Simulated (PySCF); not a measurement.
FH3OSeSi. Atoms are numbered in the order given.

```xyz
7

Se    -0.2100     0.5556     0.7856
F     -1.8528     0.2784     0.1247
O      0.6609    -0.8540     0.0765
Si     1.0676    -0.8532    -1.5931
H     -0.1368    -1.1807    -2.4254
H      2.1033    -1.9282    -1.7305
H      1.6161     0.4898    -1.9846
```
Charge 0, spin multiplicity 1.

Geometry optimised at PBE-D3(BJ)/def2-SVP. The geometry has at least one imaginary mode, so it is a saddle point at that level. The values are those of a single conformer.

The numbers are results of PBE/pcSseg-1 (PySCF), not measurements.

GIAO shieldings, no solvent; atoms alike by connectivity are averaged. δ = σ(ref) − σ: ⁷⁷Se against Me2Se (σ = 1634.8 ppm); ¹⁹F against CFCl3 (σ = 133.6 ppm); ¹⁷O against H2O (σ = 334.3 ppm); ²⁹Si against TMS (σ = 335.4 ppm); ¹H against TMS (σ = 31.49 ppm), references at their B3LYP-D3(BJ)/def2-TZVP geometries, non-relativistic.

Q: Estimate the chemical shifts. (The exact figures need the calculation; the answer reports its results.)

A: 
| nucleus | atoms | count | δ (ppm) |
|---|---|---|---|
| ⁷⁷Se | Se1 | 1 | 3384.6 |
| ¹⁹F | F2 | 1 | -254.5 |
| ¹⁷O | O3 | 1 | 167.7 |
| ²⁹Si | Si4 | 1 | -2.5 |
| ¹H | H5, H6, H7 | 3 | 5.91 |
